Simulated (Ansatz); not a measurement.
This geometry of CH3BClO (7 atoms, charge -1, multiplicity 1) is a first-order saddle point.

These are results of RKS B3LYP-D4/def2-SVP (Ansatz), not measurements.

```xyz
7
Properties=species:S:1:pos:R:3
C -0.510 0.938 -0.071
B -0.033 -0.410 0.127
O 1.226 -0.847 0.631
Cl -1.152 -1.907 -0.327
H 0.101 1.814 0.201
H -1.499 1.185 -0.477
H 1.868 -0.773 -0.083
```

(1) Which two structures does it join? (They come from a converged band through this point; their orientation in space is the band's.)

(2) How far does it lie above each of them?

Results:

(1) No bond is made or broken. The dihedral Cl4–B2–O3–H7 goes from 0 to -180°.

Initial state:

```xyz
7
Properties=species:S:1:pos:R:3
C -0.567 1.037 -0.066
B 0.096 -0.243 0.006
O 1.443 -0.545 0.318
Cl -0.861 -1.885 -0.348
H -0.032 1.978 0.134
H -1.626 1.159 -0.319
H 1.547 -1.501 0.275
```

Final state:

```xyz
7
Properties=species:S:1:pos:R:3
C -0.475 0.875 -0.055
B -0.049 -0.513 -0.049
O 1.235 -1.047 0.231
Cl -1.230 -1.932 -0.443
H 0.216 1.705 0.175
H -1.497 1.200 -0.284
H 1.799 -0.288 0.424
```

(2) 0.147 eV above the first and 0.140 eV above the second. This is the barrier of this one path; another mechanism may lie lower. Limits of this set-up: an anion without diffuse functions, the dipole of an ion depends on the origin.

Time of the run: 2.6 min on 1 thread of AMD EPYC 7R13 Processor (Zen 3) (shared host), peak memory 0.25 GiB.
